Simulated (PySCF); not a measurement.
AsH₃: breathing scan

Level of theory: PySCF, BP86, basis As def2-TZVP, H def2-TZVP (no relativity, density fitting).

Rigid scan from the singlet minimum (As–H 1.536 Å (×3); H–As–H 91.2° (×3)). Coordinate: all bonds to the central atom scaled together. Energies in kJ/mol from the minimum.

```
scale of all bonds to the centre  E (kJ/mol)  dipole size (D)
                            0.88       109.1             0.64
                            0.92        43.7             0.51
                            0.96         9.9             0.38
                            1.00         0.0             0.25
                            1.04         8.2             0.11
                            1.08        29.8             0.04
                            1.14        79.9             0.25
                            1.22       167.2             0.52
                            1.35       329.9             0.90
```

At long bonds a restricted determinant can lie too high, and another spin state can fall below this curve.
